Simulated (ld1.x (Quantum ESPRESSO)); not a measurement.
# Cutoff test, Al (Z = 13), ultrasoft

- Element: aluminium
- Generator: ld1.x (Quantum ESPRESSO) 7.5
- Type: ultrasoft
- Functional: PBEsol
- Relativity: non-relativistic
- Frozen core: [Ne]
- Valence charge: 3
- Reference configuration: 3s2 3p1
- Partial waves: 3s (bound): rcut 2.30, rcutus 2.55 bohr; 3s channel at -0.2 Ry: rcut 2.30, rcutus 2.55 bohr; 3p (bound): rcut 1.75, rcutus 2.10 bohr; 3p channel at 3.85 Ry: rcut 1.75, rcutus 2.10 bohr; 3d channel at 0.35 Ry: rcut 1.85, rcutus 1.95 bohr
- Local potential: all-electron potential smoothed inside 2.40 bohr (lloc = -2)
- Core correction: Bessel-smoothed model core inside 1.45 bohr
- Augmentation charge: PSQ, radius 1.90 bohr

The pseudo-atom Hamiltonian at the reference potential is diagonalised in spherical Bessel functions j_l(qr) that vanish at 20 bohr, with q² up to the cutoff. All-electron valence levels (Ry): 3s -0.5654, 3p -0.1983.

**Question.** How do the lowest levels (Ry) of each channel move with the cutoff, and are there ghosts?

**Answer.**

```csv
cutoff (Ry),s #1,p #1,d #1,d #2,f #1,f #2,Σ f·Δε (mRy)
8,-0.5653,-0.1982,0.0480,0.1281,0.1031,0.2273,0.2
10,-0.5654,-0.1982,0.0480,0.1278,0.1031,0.2273,0.1
400,-0.5654,-0.1983,0.0479,0.1274,0.1031,0.2273,0.0
```

Result: no extra level below or beside the all-electron valence levels (s, p, d, f tested); 10 mRy is reached at 6 Ry and 1 mRy at 6 Ry.
